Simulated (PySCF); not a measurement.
pyrimidine (C4H4N2), SMILES c1cncnc1. The structure is a stationary point at PBE0-D3(BJ)/def2-SVP.

Method: PBE0-D3(BJ)/def2-SVP (PySCF 2.14.0).

Harmonic wavenumbers (cm⁻¹): 350, 414, 631, 700, 743, 834, 994, 1008, 1029, 1037, 1092, 1098, 1179, 1244, 1317, 1383, 1460, 1506, 1660, 1668, 3178, 3181, 3189, 3238. Rotational constants (GHz): 6.299, 6.117, 3.103; symmetry number 2.

Problem. Work out the zero-point energy and the ideal-gas rigid-rotor harmonic-oscillator thermochemistry at 298.15 K and 1 atm.

Solution. ZPE = ½ Σ hcν = ½ × 34131 cm⁻¹ = 48.79 kcal/mol. H − E(el) = 52.00 kcal/mol. Entropy in cal/(mol K): translation 39.06, rotation 24.02, vibration 3.86, total 66.94. G − E(el) = 32.04 kcal/mol. Cp = 17.01 cal/(mol K).
